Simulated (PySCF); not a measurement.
A structure optimised at B3LYP-D3(BJ)/def2-SVP, used in a PySCF frequency run:

```xyz
13

C     -0.0238    -1.4173    -0.1744
C      1.1975    -0.8955    -0.2282
C      1.3023     0.5812    -0.2056
C      0.2384     1.3381     0.1208
C     -1.0697     0.7045     0.5361
C     -1.3050    -0.6697    -0.1417
H      2.1056    -1.5004    -0.3127
H      2.2647     1.0391    -0.4527
H      0.3252     2.4277     0.1586
H     -1.9213     1.3708     0.3248
H     -1.0538     0.5667     1.6359
H     -1.6577    -0.5317    -1.1831
H     -2.1003    -1.2192     0.3871
```
Charge 0, spin multiplicity 2.

### Question
Write its SMILES and formula.

### Answer
[C]1=CC=CCC1, C₆H₇

### Question
What are its rotational constants (standard atomic weights)?

### Answer
5.5037, 4.9593, 2.7664 GHz
